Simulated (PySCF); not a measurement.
Gas-phase reaction: WF5OH + 2 WO2(OH)2 ⇌ 5 HF + 3 WO3, at 1800 K and a standard pressure of 1 bar. Level: PBE0/def2-TZVP.

Energies from PySCF, thermal terms from the rigid-rotor harmonic-oscillator model, ideal gas at 1 bar. All species are closed-shell singlets. W: scalar-relativistic def2 core potential, no spin-orbit coupling. No R ln 2 is added for the mirror-image form of WO2(OH)2. WF5OH: computed as isolated molecules; such fragments, hydroxides, amides, oligomers or adducts are transient or little studied in the gas. The harmonic model lacks anharmonicity and excited electronic states, which grow with temperature; levels with a mode under 35 cm⁻¹ are left out. Soft modes under 120 cm⁻¹ make the harmonic entropy rough for WF5OH.

```tsv
species	E (Ha)	H(1800 K) − E (kJ/mol)	S°(1800 K) (J/mol/K)
WF5OH	-642.11431	343.0	688.5
WO2(OH)2	-369.20362	309.0	570.3
HF	-100.39189	79.1	227.3
WO3	-292.69175	152.3	421.8
```
E: electronic energy; H − E holds the zero-point and thermal terms. 1 Ha = 2625.5 kJ/mol.

Work out ΔH°, ΔS°, ΔG° and log10 K from these numbers.

1. ΔE = 5×(-100.39189) + 3×(-292.69175) − 1×(-642.11431) − 2×(-369.20362) = 0.48685 Ha = 1278.2 kJ.
2. Δ(H − E) = 5×(79.1) + 3×(152.3) − 1×(343.0) − 2×(309.0) = -108.6 kJ, so ΔH° = 1169.6 kJ.
3. ΔS° = 5×(227.3) + 3×(421.8) − 1×(688.5) − 2×(570.3) = 572.8 J/K; the number of gas molecules changes by +5.
4. ΔG° = ΔH° − TΔS° = 1169.6 − 1800×(572.8)/1000 = 138.6 kJ.
5. log10 K = −ΔG°/(RT ln 10) = -4.02, with RT ln 10 = 34.46 kJ/mol; at standard pressures the reactants are favoured.
6. A shift of 10 kJ in ΔE would move log10 K by 0.29 here.
7. With ΔH° and ΔS° held fixed, ΔG° changes sign near ΔH°/ΔS° = 2040 K.
8. Lowering the total pressure from 1 bar to 0.01 bar multiplies the mole-fraction quotient K_x = K (p/p°)^(−Δn) by 10^10, which pushes the balance towards the products.
For scale, ΔH°(298 K) is 1253 kJ at this level, 1324 kJ at ωB97M-V/def2-TZVP†, and runs from 1028 to 2143 kJ over the 17 levels computed († marks an energy on the PBE0/def2-TZVP geometry).
